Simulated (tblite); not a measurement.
Compound: C₆H₃FNO (doublet state).
Numbering: `[CH2:1][C:2](=[O:3])[C@@:4]1([F:5])[CH:6]=[C:7]1[C:8]#[N:9]` (hydrogens: H10, H11 on C1; H12 on C6)

Structure used (GFN2-xTB), in Å, numbered top down from 1:
```xyz
12
C6H3FNO angstrom
C     -2.217    0.268    0.485
C     -0.947    0.667    0.006
O     -0.599    1.841   -0.131
C      0.026   -0.417   -0.353
F     -0.468   -1.699   -0.230
C      1.115   -0.204   -1.345
C      1.507   -0.234   -0.094
C      2.447   -0.189    0.913
N      3.210   -0.163    1.770
H     -2.941    1.026    0.725
H     -2.473   -0.769    0.605
H      1.341   -0.125   -2.379
```

Level: GFN2-xTB in tblite, geometry and Hessian alike; calculated harmonic values, unscaled, isolated species. The method is semi-empirical: single wavenumbers can be off by several per cent or more. One conformer, not necessarily the lowest. Open shells enter through the occupations alone, without spin polarisation, and single modes of such species can be off by tens of per cent.

Harmonic wavenumbers (cm⁻¹): 44.2, 79.4, 130.4, 208.2, 262.1, 328.6, 348.0, 375.9, 425.4, 479.3, 522.1, 559.5, 575.5, 656.8, 686.0, 719.8, 767.0, 914.0, 975.4, 1017.1, 1061.1, 1172.4, 1255.5, 1373.8, 1546.8, 1832.2, 2349.2, 3113.7, 3170.9, 3244.6.

A = 2710, B = 1188, C = 1056 MHz; mass 124.020 u (most abundant isotopes); point group C1, symmetry number 1; spin multiplicity 2.

Zero-point energy?

Half the sum of the wavenumbers: 15097 cm⁻¹ = 43.17 kcal/mol.

What is S at 298.15 K and 1 bar for an ideal gas of classical rigid rotors and harmonic oscillators?

Translation 40.39, rotation 28.94, vibration 24.03, spin (R ln 2) 1.38: S = 94.7 cal/(mol K).

And Cp and H(298.15 K) − H(0)?

Cp = 33.65 cal/(mol K), of which vibrations give 25.70 (their classical limit is 30 R = 59.6); H(298.15 K) − H(0) = 6.22 kcal/mol without the zero-point energy, 3.85 from vibrations.

Which modes carry the vibrational entropy at 298.15 K?

44.2 cm⁻¹: 5.06; 79.4 cm⁻¹: 3.91; 130.4 cm⁻¹: 2.94; 208.2 cm⁻¹: 2.06; 262.1 cm⁻¹: 1.65; 328.6 cm⁻¹: 1.27 cal/(mol K); the other 24 give 7.15 together.

What must be added to the electronic energy to get the Gibbs energy at 298.15 K and 1 bar?

ZPE + [H(298.15 K) − H(0)] − T·S = 43.17 + 6.22 − 28.24 = 21.15 kcal/mol.

Hindered rotation and anharmonicity are outside this model. Other conformers, if any are populated, would add a mixing term that is left out. The structure is chiral; the term R ln 2 for an equal mix with its mirror image is left out.

Hardware: an Arm Neoverse V2 with one thread, no GPU, shared host. Cost: 0.27 s wall. The figure is for the frequency step alone.
